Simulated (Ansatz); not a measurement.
The cluster Te4Pb2. The state is a triplet with charge 0. Geometry PBE-D4/def2-SVP, that of the charge +1 doublet; atoms count from 1.

Cartesian coordinates in Å:
```
Pb 0.460 1.889 1.292
Pb -0.479 -2.226 0.512
Te -1.429 -0.502 -1.778
Te -2.212 0.263 0.761
Te 2.197 -0.528 0.659
Te 1.463 1.105 -1.447
```

In the def2 sets Pb, Te take a core potential; there is no spin–orbit coupling. At PBE0-D4/def2-TZVP a singlet of charge 0 lies 1.10 eV below the triplet at the same geometry. The structure comes from a short search, and lower isomers may exist.

Question: Estimate the Mulliken populations from the PBE0/def2-TZVP orbitals of Ansatz.

Answer: 
| atom | charge (e) | spin (α − β) |
| --- | --- | --- |
| Pb1 | 0.42 | 0.12 |
| Pb2 | 0.39 | 0.34 |
| Te3 | -0.12 | 0.37 |
| Te4 | -0.22 | -0.04 |
| Te5 | -0.31 | 0.29 |
| Te6 | -0.16 | 0.92 |
Mulliken values and Mayer orders depend strongly on the basis.

Question: Where does the spin sit?

Answer: Summed by element: Pb 0.46, Te 1.54, of 2 unpaired in all. Largest on single atoms: Te6 0.92, Te3 0.37, Pb2 0.34.

Question: And the Mayer bond orders between bonded heavy atoms (over 0.3)?

Answer: Pb1–Te4 0.61 (3.17 Å); Pb1–Te5 0.79 (3.04 Å); Pb1–Te6 0.85 (3.02 Å); Pb2–Te3 0.68 (3.02 Å); Pb2–Te4 0.67 (3.04 Å); Pb2–Te5 0.81 (3.17 Å); Te3–Te4 1.07 (2.76 Å); Te3–Te6 0.52 (3.33 Å); Te5–Te6 0.73 (2.76 Å).
